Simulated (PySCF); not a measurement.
A species of formula C6H9FO has this rotational fingerprint, computed with PBE0/def2-SVPD in PySCF (dipole) on a GFN2-xTB geometry, gas phase:

```
Rotational constants : A = 3062, B = 1671, C = 1104 MHz
Dipole components    : |μa| = 3.92 D, |μb| = 1.64 D, |μc| = 0.04 D
Inertial defect      : -9.57 u·Å²
κ                    : -0.42
```

**Question.** Which candidate fits, each taken in the one conformer that was computed?
A. `[CH3:1][CH2:2][C:3]1([C:4](=[O:5])[F:6])[CH2:7][CH2:8]1` with C1–C2–C3–C4 70°, C2–C3–C4–O5 4°
B. `[CH3:1]/[CH:2]=[C:3](\[CH2:4][CH3:5])[C:6](=[O:7])[F:8]` with C2–C3–C4–C5 86°, C2–C3–C6–O7 179°
C. `[CH2:1]=[CH:2][C@:3]1([F:4])[CH2:5][CH2:6][CH2:7][O:8]1` with C1–C2–C3–F4 15°, C2–C3–C5–C6 -129°, C3–C5–C6–C7 -16°, C5–C6–C7–O8 33°, C6–C7–O8–C3 -39°
D. `[CH3:1][C:2]([CH3:3])=[C:4]([CH3:5])[C:6](=[O:7])[F:8]` with C2–C4–C6–O7 3°
E. `[C@H]1(C=C([C@H](O1)C)F)C`

**Answer.** D. It is CC(C)=C(C)C(=O)F, an asymmetric top. The candidates at the same level (rigid rotor, commonest isotopes):

| SMILES | A (MHz) | B (MHz) | C (MHz) | μa (D) | μb (D) | μc (D) | Δ (u·Å²) | point group | rotor |
| --- | --- | --- | --- | --- | --- | --- | --- | --- | --- |
| C[C@@H]1C=C(F)[C@@H](C)O1 | 3239 | 1751 | 1258 | 0.62 | 0.38 | 0.39 | -42.87 | C1 | asymmetric top |
| CCC1(C(=O)F)CC1 | 2601 | 2020 | 1356 | 1.85 | 2.99 | 0.08 | -71.91 | C1 | asymmetric top |
| C=C[C@]1(F)CCCO1 | 4102 | 1545 | 1493 | 1.32 | 2.07 | 0.16 | -111.96 | C1 | near-prolate asymmetric top |
| CC(C)=C(C)C(=O)F | 3062 | 1671 | 1104 | 3.92 | 1.64 | 0.04 | -9.57 | – | asymmetric top |
| C/C=C(\CC)C(=O)F | 2473 | 1696 | 1097 | 4.14 | 1.03 | 0.08 | -41.68 | C1 | asymmetric top |

`C[C@@H]1C=C(F)[C@@H](C)O1` has C 14 % too high; `C/C=C(\CC)C(=O)F` has A 19 % too low; `CCC1(C(=O)F)CC1` has C 23 % too high; `C=C[C@]1(F)CCCO1` has C 35 % too high. No structure here is proved a minimum.
